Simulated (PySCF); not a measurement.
## Dipole moment and polarisability across levels of theory

Species: diboron tetrafluoride, B2F4.
Geometry (PBE0-D3(BJ)/def2-SVP, Å), atoms numbered from 1 in this order:
```xyz
6
B2F4 angstrom
F     -1.523   -1.035    0.501
B     -0.859   -0.035   -0.042
F     -1.570    0.912   -0.620
B      0.860    0.033    0.018
F      1.619   -0.922   -0.479
F      1.479    1.052    0.578
```

PySCF, dipoles from the SCF density, polarisabilities from static response with core orbitals frozen. Isolated species at its PBE0-D3(BJ)/def2-SVP geometry, gas phase.

The anisotropy is √(½[(α1 − α2)² + (α2 − α3)² + (α3 − α1)²]).

```tsv
level	α (Å³)	anisotropy (Å³)
LDA/def2-SVPD	4.45	0.86
PBE/def2-SVPD	4.46	0.89
B3LYP/def2-SVPD	4.17	0.75
PBE0/def2-SVPD	4.11	0.73
BHandHLYP/def2-SVPD	3.86	0.62
wB97X-D/def2-SVPD	4.08	0.69
HF/def2-SVPD	3.50	0.49
PBE0/6-31+G*	3.79	0.80
PBE0/aug-cc-pVDZ	4.11	0.78
PBE0/def2-TZVPD	4.18	0.75
PBE0/aug-cc-pVTZ	4.18	0.76
```

No reference polarisability is at hand; against PBE0 in the largest diffuse basis at hand (aug-cc-pVTZ) the other PBE0 rows deviate by 6-31+G* -9%, def2-SVPD -2%, aug-cc-pVDZ -2%, def2-TZVPD 0%. The dipole stays under 0.05 D at every level. In one basis (def2-SVPD) the functionals order the polarisability from HF (lowest) to PBE (highest), a spread of 27%.
